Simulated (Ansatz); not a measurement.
Basis-set extrapolation for C₁₂H₁₀, SMILES `c1cc2c3c(cccc3c1)CC2` (PBE0-D4/def2-TZVP geometry, frozen core, Ansatz 0.2.0). Multiplicity 1, RHF reference.

```json
{"": "HF", "def2-TZVPP": "-460.415972", "def2-QZVPP": "-460.434545"}
{"": "MP2 correlation", "def2-TZVPP": "-1.891164", "def2-QZVPP": "-2.009320"}
{"": "CCSD(T) correlation", "def2-TZVPP": "-2.029157", "def2-QZVPP": "not run"}
```

Energies in hartree. Use E(X) = E(∞) + A·exp(−7.88·√X) for Hartree–Fock and E(X) = E(∞) + B·X^(−2.97) for correlation, with X = 3 and 4, and add CCSD(T) minus MP2 of the smaller set to the MP2 limit.

**Question.** What is the CCSD(T) energy at the basis-set limit?

**Answer.** HF limit: -460.434545 + (-0.018573) × 0.13774 = -460.43710. MP2 limit: -2.009320 + (-0.118156) × 0.74074 = -2.09684. Higher-order term: -2.029157 − (-1.891164) = -0.13799. Total: -462.67193 hartree, 595.5 kJ/mol below CCSD(T)/def2-TZVPP.
